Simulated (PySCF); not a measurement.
## A parent and its derivatives

Level of theory: TDDFT PBE0/def2-SVPD, vertical, gas phase, core orbitals frozen in the response (PySCF). Geometries: GFN2-xTB; one conformer of each isolated species. Triplets are in the Tamm–Dancoff approximation. 'Strongest' means the level of largest summed f among the lowest 8 singlets; it needn't be the same kind of state in each.

Parent: `C#Cc1cnn(CC)n1`, with lowest singlet excitation energy 5.65 eV, mean static polarisability 92.3 au, S1–T1 gap 1.57 eV, oscillator strength of the strongest level 0.33, HOMO–LUMO gap 6.44 eV, lowest triplet energy 4.08 eV. Its spectrum: 5.65 eV (f 0.328); 5.84 eV (f 0.001); 6.18 eV (f 0.001); 6.20 eV (f 0.000); 6.24 eV (f 0.030).

Shifts from the parent:

```tsv
change	SMILES	Δ S1 (eV)	Δ α (au)	Δ S1−T1 (eV)	Δ f (strongest)	Δ gap (eV)	Δ T1 (eV)
ethynyl replaced by CN	CCn1ncc(C#N)n1	+0.44	-8.6	+0.07	-0.01	+0.43	+0.37
ethynyl replaced by SiH3	CCn1ncc([SiH3])n1	+0.61	+2.4	-0.17	-0.09	+0.84	+0.79
ethynyl replaced by CH3	CCn1ncc(C)n1	+0.71	-12.9	+0.01	-0.11	+0.81	+0.70
```

(1) Predict the same shifts for this change: ethynyl replaced by Cl (`CCn1ncc(Cl)n1`).

## Answers

(1) Δ lowest singlet excitation energy +0.49 eV, Δ mean static polarisability -11.3 au, Δ S1–T1 gap -0.09 eV, Δ oscillator strength of the strongest level -0.08, Δ HOMO–LUMO gap +0.58 eV, Δ lowest triplet energy +0.58 eV. Spectrum: 6.14 eV (f 0.189); 6.38 eV (f 0.001); 6.95 eV (f 0.001); 7.18 eV (f 0.009); 7.24 eV (f 0.011). All changes raise S1, and it rises most with ethynyl replaced by CH3 (+0.71 eV). S1 is simply the lowest singlet of each species and needn't be the same kind of state throughout. Over these 4 changes the shifts of S1 and of the HOMO–LUMO gap correlate with r = 0.92.

Lowest levels of each derivative:
- `CCn1ncc(Cl)n1`: 6.14 eV (f 0.189); 6.38 eV (f 0.001); 6.95 eV (f 0.001)
- `CCn1ncc(C#N)n1`: 6.10 eV (f 0.313); 6.14 eV (f 0.001); 6.67 eV (f 0.039)
- `CCn1ncc([SiH3])n1`: 6.27 eV (f 0.004); 6.36 eV (f 0.242); 6.96 eV (f 0.011)
- `CCn1ncc(C)n1`: 6.36 eV (f 0.186); 6.40 eV (f 0.017); 7.01 eV (f 0.003)
